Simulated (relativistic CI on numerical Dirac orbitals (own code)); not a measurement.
Computed by Dirac-Coulomb-Breit CI, orbitals from a KLI potential per configuration, a model potential for QED, unscaled Slater integrals (own radial code, finite nucleus).

The strongest absorption lines from the ground level of an ion, among the configurations computed and to levels below about 178 eV (vacuum wavelength in nm, gf): 12.712 (0.43), 12.998 (3.3), 13.332 (0.25), 13.371 (0.26), 13.499 (1), 13.502 (1.8), 14.199 (0.28), 24.786 (0.18).

(1) Which ion is it?
A. Ga15+
B. Ga13+
C. Co11+
D. As17+

## Answers

(1) A. Ga15+ has 16 electrons and the ground level 3s²3p⁴ ³P2; the strongest line goes to 3s²3p³3d ³D°3. The pattern of lines fixes the number of electrons, and along that sequence the line energies rise steadily with the charge (about as its square where n changes within one kind of shell, about linearly where n is kept but much faster in heavy ions where fine structure, which grows about as Z⁴, sets the gap, and irregularly where shells cross), which fixes Z. Configurations outside the model, such as inner-shell arrays, can give stronger lines. At this charge energies of transitions that change n are usually good to better than 1 %, and those within a shell (Δn = 0) to a few per cent.

LS names give the leading component of a level, which can be under half, so a name can repeat, a term be missing and a line seem to break the LS rules.
